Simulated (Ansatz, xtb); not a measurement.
**A geometry optimisation of CH7SiSn with r2SCAN-D4/def2-SVP**

The starting geometry of this gas-phase doublet has its atoms placed at random.

```xyz
10

C     1.4011    0.3556   -1.5674
Si    2.5639   -0.3632    0.3723
Sn   -0.8474   -0.5141    0.0096
H    -2.3670    0.8574    0.1841
H     0.3853   -1.8630   -0.5079
H     0.9271   -0.5709   -1.6770
H     1.1606   -0.3602    1.1168
H    -0.8153    1.2697    1.0465
H     1.3938   -1.6821    0.7868
H    -0.8856   -1.7697   -1.3439
```

Question: One run relaxed it with r2SCAN-D4/def2-SVP. What is a likely outcome?

Answer: It falls apart into CH5SiSn + H2. Distances that change by over a tenth: Si2–H9 (1.81 → 4.54 Å), Sn3–H4 (2.05 → 1.72 Å), Sn3–H8 (2.06 → 1.71 Å). Contacts that open: Sn3–H5 (1.90 → 3.91 Å). Contacts that close: C1–Si2 (2.37 → 1.72 Å), C1–Sn3 (2.88 → 2.14 Å), H5–H9 (1.65 → 0.76 Å).

The energy falls by 10.83 eV over 64 steps:

```json
{"step": "1", "E − E(last) (eV)": "10.829"}
{"step": "8", "E − E(last) (eV)": "2.746"}
{"step": "15", "E − E(last) (eV)": "0.607"}
{"step": "22", "E − E(last) (eV)": "0.252"}
{"step": "29", "E − E(last) (eV)": "0.037"}
{"step": "36", "E − E(last) (eV)": "0.018"}
{"step": "43", "E − E(last) (eV)": "0.015"}
{"step": "50", "E − E(last) (eV)": "0.008"}
{"step": "57", "E − E(last) (eV)": "0.001"}
{"step": "64", "E − E(last) (eV)": "0.000"}
```

Final geometry (Å):

```
atom    x (Å)    y (Å)    z (Å)
   C   0.8656   0.1606  -0.7834
  Si   2.0470   0.9439   0.1866
  Sn  -1.1513  -0.1064  -0.1196
   H  -2.2242   0.6992  -1.1916
   H   1.6833  -2.7930  -0.3849
   H   1.0993  -0.2199  -1.7862
   H   1.6792   1.4485   1.5580
   H  -1.2946   0.5547   1.4542
   H   1.7493  -3.5490  -0.4219
   H  -1.5370  -1.7790  -0.0911
```

From the same start GFN2-xTB ends elsewhere, in pieces: CH5SiSn + H2.

From so rough a start the end depends on the optimiser's path, so another program may land elsewhere. The end wasn't checked by frequencies. Open shells are spin-unrestricted. Atoms past krypton carry core potentials, without spin–orbit terms. Run with Ansatz 0.2.0, 5.3 min on 2 threads of Intel(R) Xeon(R) Platinum 8488C (Sapphire Rapids), with other jobs on the host.
